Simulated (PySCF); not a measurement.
Ionisation energy of Xe³⁰⁺ by level of theory

Xe³⁰⁺ [Ar] 3d6 [3d3/2^4 3d5/2^2, M_J = 4] → Xe³¹⁺ [Ar] 3d5 [3d3/2^4 3d5/2^1, M_J = 5/2], as a difference of total energies. Computed with PySCF 2.14 in an uncontracted even-tempered set (16 s from 4.9 bohr⁻², ratio 2.8; 12 p from 6.4 bohr⁻², ratio 2.8; 8 d from 6.4 bohr⁻², ratio 2.8; 3 f from 23 bohr⁻², ratio 3), with the two-component X2C-1e Hamiltonian. Correlated levels: [Ne] frozen; the 74 highest virtual spinors dropped. "Screened" scales the spin-orbit matrix elements by Boettger's factors to mimic the two-electron term; Breit and QED terms are absent.

```json
{"method": "GHF (spin-free)", "ionisation energy (eV)": "1822.1"}
{"method": "GMP2 (spin-free)", "ionisation energy (eV)": "1823.2"}
{"method": "GHF (screened spin-orbit)", "ionisation energy (eV)": "1826.6"}
{"method": "GMP2 (screened spin-orbit)", "ionisation energy (eV)": "1827.5"}
```

Breit and QED terms and the two-electron picture change are absent.

The spin-free rows relax to the high-spin LS determinant and lack the spin-orbit shift.

The labels give the starting determinants; with spin-orbit coupling the two ends relaxed to ⟨J²⟩ = 20.04, ⟨L²⟩ = 8.54, ⟨S²⟩ = 4.57 and ⟨J²⟩ = 8.76, ⟨L²⟩ = 1.16, ⟨S²⟩ = 6.69.

For comparison: 1826 ± 4 eV (theoretical estimate listed by NIST; NIST Atomic Spectra Database, ionization energies).
